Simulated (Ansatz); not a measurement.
Li₃Al⁻, relaxed as a quartet with UKS r2SCAN-D4/def2-TZVPD in Ansatz, starting from the r2SCAN-D4/def2-TZVPD geometry of the charge -1 doublet. Force threshold 0.02 eV/Å.

The highest occupied level of the charge -1 quartet lies above zero (up to 0.63 eV). It is a level of α spin, whose loss leaves a triplet; that state wasn't run at this geometry and level. The electron is either unbound and held by the finite basis, or the level is raised by self-interaction error. At r2SCAN-D4/def2-TZVPD a doublet of charge -1 lies 0.19 eV below the quartet, each at its own geometry. That doublet is doubtful there (⟨S²⟩ 1.30, where a pure state has 0.75). The structure comes from a short search, and lower isomers may exist.

Start:

```xyz
4

Li    1.172   -0.791   -1.000
Li   -1.012   -1.298    0.970
Li    0.909    1.321    0.904
Al   -1.069    0.768   -0.874
```

Q: Estimate the energy that the relaxation releases and the steps that it takes.

A: 5.2 kJ/mol, in 3 steps; 21 s on 4 threads of Arm Neoverse V1 on a shared host. No frequencies were taken in this run, so the end may be a saddle point.

Q: Does the start keep its bonding?

A: By distances, no bond broke or formed. The bond that changes most is Li2–Li3, from 3.25 to 2.89 Å (atoms count from 1).

Q: Predict the relaxed structure.

A: 
```tsv
atom	x (Å)	y (Å)	z (Å)
Li1	1.154	-0.827	-1.031
Li2	-0.864	-1.155	1.000
Li3	0.817	1.191	0.996
Al4	-1.107	0.791	-0.964
```
Bond lengths (bridged metal pairs left out): 3 × Li–Li 2.88 to 2.89 Å; 3 × Al–Li 2.77 to 2.78 Å.
